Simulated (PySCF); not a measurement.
## What binds AlAs: the parts of the energy along the bond

State: ³Σ⁻, triplet, unpaired electrons π ↑↑. ROHF-based CCSD(T) in PySCF 2.14 with Al aug-cc-pV(D+d)Z, As cc-pwCVDZ-PP with ECP10 and Al aug-cc-pV(T+d)Z, As cc-pwCVTZ-PP with ECP10 (frozen core orbitals: 9; scalar-relativistic core potentials). Correlation energies are extrapolated as n⁻³ (n = 2, 3), Hartree–Fock as (n+1)·exp(−9√n). All energies in eV from Al + As.

| R (Å) | HF/CBS | CCSD corr. | (T) | total |
| --- | --- | --- | --- | --- |
| 2.2393 | -0.579 | -0.976 | -0.1013 | -1.656 |
| 2.3411 | -0.842 | -0.951 | -0.1025 | -1.895 |
| 2.4429 | -0.969 | -0.930 | -0.1043 | -2.004 |
| 2.5447 | -1.001 | -0.914 | -0.1067 | -2.021 |
| 2.6465 | -0.965 | -0.901 | -0.1097 | -1.975 |
| 2.7737 | -0.857 | -0.889 | -0.1140 | -1.859 |
| 2.9010 | -0.703 | -0.882 | -0.1192 | -1.703 |

A fit to the total gives Re = 2.5168 Å, De = 2.024 eV, ωe = 302.9 cm⁻¹, Be = 0.1342 cm⁻¹ (masses 26.9815 and 74.9216 u).

**Question.** At R = 2.5447 Å the CCSD correlation energy is -0.384108 hartree in the smaller basis and -0.608134 in the larger. Extrapolate it.

**Answer.** (3³·E3 − 2³·E2)/(3³ − 2³) = -0.70246 hartree; the larger basis holds 86.6 % of it.

The T1 diagnostic is 0.016. The state was picked by a PBE0 search and need not be the measured ground state. Spin–orbit coupling, excitations beyond (T) and corrections to the Born–Oppenheimer picture are left out.
